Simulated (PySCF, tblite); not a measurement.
Isomers of C8H13NO. Calculated harmonic vibrations of the isolated species, GFN2-xTB (tblite), most abundant isotopes, no scaling. The method is semi-empirical: single wavenumbers can be off by several per cent or more. One conformer each.

Electronic energies: PBE0/pcSseg-1 single points on the GFN2-xTB geometries (PySCF, gas phase).

```tsv
SMILES	electronic energy, lowest = 0 (kcal/mol)
C=C(/C=N/C(C)=O)C(C)C	6.9
C=C/C=C/CC(=O)N(C)C	10.1
CC(=O)NC=C1CC(C)C1	0.0
C=C(C(N)=O)[C@H](C)C1CC1	6.2
CC=C=CCN(C)C(C)=O	19.8
[H]/N=C1\C=CC[C@@H]1CCOC	18.0
CCC[C@@H]1C=C[C@@H]1NC=O	14.4
```

How do GFN2-xTB zero-point energies change the relative energies?

| SMILES | ZPE (kcal/mol) | of it from modes above 1550 cm⁻¹ | electronic (kcal/mol) | with ZPE, lowest = 0 (kcal/mol) | lowest mode (cm⁻¹) | rings |
| --- | --- | --- | --- | --- | --- | --- |
| CC(=O)NC=C1CC(C)C1 | 122.0 | 61.7 | 0.0 | 0.0 | 32 | 1 |
| C=C(C(N)=O)[C@H](C)C1CC1 | 121.7 | 63.1 | 6.2 | 5.9 | 38 | 1 |
| C=C(/C=N/C(C)=O)C(C)C | 120.3 | 63.7 | 6.9 | 5.2 | 39 | 0 |
| C=C/C=C/CC(=O)N(C)C | 120.5 | 63.4 | 10.1 | 8.6 | 41 | 0 |
| CCC[C@@H]1C=C[C@@H]1NC=O | 122.3 | 61.2 | 14.4 | 14.7 | 29 | 1 |
| [H]/N=C1\C=CC[C@@H]1CCOC | 122.2 | 60.5 | 18.0 | 18.2 | 32 | 1 |
| CC=C=CCN(C)C(C)=O | 120.0 | 61.3 | 19.8 | 17.8 | 22 | 0 |

The zero-point energies span 2.3 kcal/mol, from `CC=C=CCN(C)C(C)=O` to `CCC[C@@H]1C=C[C@@H]1NC=O`. The lowest isomer stays, but the order above it changes.

And how do the electronic energies of GFN2-xTB itself compare?

`CC(=O)NC=C1CC(C)C1` 0.0; `C=C(C(N)=O)[C@H](C)C1CC1` 19.1; `C=C(/C=N/C(C)=O)C(C)C` 16.1; `C=C/C=C/CC(=O)N(C)C` 17.9; `CCC[C@@H]1C=C[C@@H]1NC=O` 21.2; `[H]/N=C1\C=CC[C@@H]1CCOC` 20.9; `CC=C=CCN(C)C(C)=O` 23.4 kcal/mol, lowest = 0. Against the energies above, taken from the same isomer `CC(=O)NC=C1CC(C)C1`, the largest difference is 12.9 kcal/mol.

What do entropy and thermal enthalpy add at 298.15 K and 1 bar (rigid rotor, harmonic oscillator, one conformer each)?

```
                  SMILES  point group  symmetry number  S (cal/(mol K))  H − H(0) (kcal/mol)  ZPE + H − H(0) − TS (kcal/mol)
      CC(=O)NC=C1CC(C)C1           C1                1            106.4                 7.70                            98.0
C=C(C(N)=O)[C@H](C)C1CC1           C1                1            105.3                 7.77                            98.0
   C=C(/C=N/C(C)=O)C(C)C           C1                1            111.7                 8.37                            95.4
     C=C/C=C/CC(=O)N(C)C           C1                1            109.3                 8.20                            96.1
CCC[C@@H]1C=C[C@@H]1NC=O           C1                1            104.4                 7.48                            98.6
[H]/N=C1\C=CC[C@@H]1CCOC           C1                1            103.4                 7.30                            98.7
```

Not tabulated: `CC=C=CCN(C)C(C)=O` (lowest mode only 22 cm⁻¹).
